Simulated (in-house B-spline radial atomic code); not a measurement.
A fraction x of an electron is added to 3p in Al, starting from [Ne] 3s2 3p1 and keeping the highest spin. Computed with a radial B-spline atomic code at the basis-set limit: non-relativistic PBE0, spin-polarised, spherical fractional occupations, point nucleus.

Caution: exact exchange at fractional occupations of open shells leaves self-interaction of up to several eV.

```tsv
x	E(x) - E(0) (eV)	3p up level (eV)
0	0.0000	-2.839
0.1	-0.2598	-2.359
0.2	-0.4722	-1.893
0.3	-0.6390	-1.444
0.4	?	?
0.5	?	?
0.6	-0.8836	-0.221
```

Question: What belongs in the row x = 0.4?

Answer: An energy change of -0.7617 eV; 3p up at -1.014 eV.

Question: What belongs in the row x = 0.5?

Answer: An energy change of -0.8425 eV; 3p up at -0.605 eV.

Question: Check Janak's theorem between x = 0.1 and 0.2.

Answer: The slope of the energy is -2.12 eV; the orbital levels give -2.13 eV (ε of the filling orbital, averaged over the two points).
